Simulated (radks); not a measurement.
Values are calculated unless marked as measured or tabulated.
All-electron atom: Au+ in [Xe] 4f14 5d10 (the NIST ground configuration). Code: a radial shooting solver on a logarithmic mesh with Libxc functionals. Model: scalar-relativistic Kohn-Sham, PBE, spin-polarised, spherical densities, finite nucleus; Fermi nuclear charge, rms radius 5.4371 fm.

X-ray form factor f0, the Fourier transform of the density (f0(0) = 78):

sin(theta)/lambda (1/angstrom)  f0 (electrons)
0.05                                    77.128
0.1                                     74.721
0.15                                    71.277
0.2                                     67.336
0.25                                    63.308
0.3                                     59.440
0.4                                     52.564
0.5                                     46.879
0.6                                     42.144
0.8                                     34.527
1                                       28.495
1.25                                    22.776
1.5                                     18.905
2                                       14.702
